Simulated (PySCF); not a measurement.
Species: C7H9OS (charge -1).
Geometry (GFN2-xTB, Å), atoms numbered from 1 in this order:
```
atom  x, y, z in Å
C1    -1.5625   -0.2552   -1.1347
C2    -0.9778    0.0563    0.2449
C3    -1.0401    1.5597    0.5239
C4     0.4374   -0.4474    0.3513
C5     0.8163   -1.3830    1.2572
S6     2.5121   -1.7677    1.1464
C7     2.7322   -0.5549   -0.2519
O8     3.8366   -0.3986   -0.7705
C9     1.4919    0.0036   -0.4735
H10   -1.5098   -1.3246   -1.3301
H11   -2.6051    0.0621   -1.1978
H12   -0.9935    0.2587   -1.9061
H13   -1.5829   -0.4619    1.0024
H14   -0.6169    1.7761    1.5030
H15   -2.0706    1.9194    0.4998
H16   -0.4634    2.1021   -0.2219
H17    0.2152   -1.8839    1.9944
H18    1.3721    0.7455   -1.2484
```

The geometry is computed with GFN2-xTB (gas phase).

Masses are those of the commonest isotopes; rigid-rotor values at the optimised geometry. The values belong to one conformer with, in the numbering `[CH3:1][CH:2]([CH3:3])[c:4]1[cH:5][s:6][c:7]([O-:8])[cH:9]1`, C1–C2–C4–C5 -119°.

Give the principal moments of inertia and the rotational constants in cm⁻¹.

Ia = 191.13, Ib = 573.98, Ic = 657.48 u·Å²; 505379 MHz·u·Å²/I gives 2644, 880.5 and 768.7 MHz, that is A = 0.08820, B = 0.02937, C = 0.02564 cm⁻¹.

What kind of rotor is it?

An asymmetric top; Ray's κ = -0.881.

Is it planar, by Δ = Ic − Ia − Ib?

Not planar: Δ = Ic − Ia − Ib = -107.63 u·Å². For a rigid frame Δ = −2 Σ m c², so Σ m c² = 53.81 u·Å² lies off the ab plane: 15.91 from hydrogen and 37.91 from heavier atoms. The atom farthest from that plane is 2.15 Å away.

Give the other two planar moments, Paa and Pbb, and the rms extents of the mass along the axes.

Paa = Σ m a² = (Ib + Ic − Ia)/2 = 520.17 and Pbb = Σ m b² = (Ia + Ic − Ib)/2 = 137.31 u·Å². With the mass M = 141.04 u, the rms extents √(P/M) along a, b and c are 1.92, 0.99, 0.62 Å.

Estimate the classical rotational partition function at 10 K, 100 K and 298.15 K.

Point group Cs, symmetry number σ = 1; q = (√π/σ)·√((kT/h)³/(ABC)), k/h = 20836.6 MHz/K: 3990 at 10 K, 126000 at 100 K, 649000 at 298.15 K.

Whether it is a minimum is left open (no frequencies). These are rigid-rotor constants of the computed structure; measured ground-state constants (B0) also hold zero-point vibration.
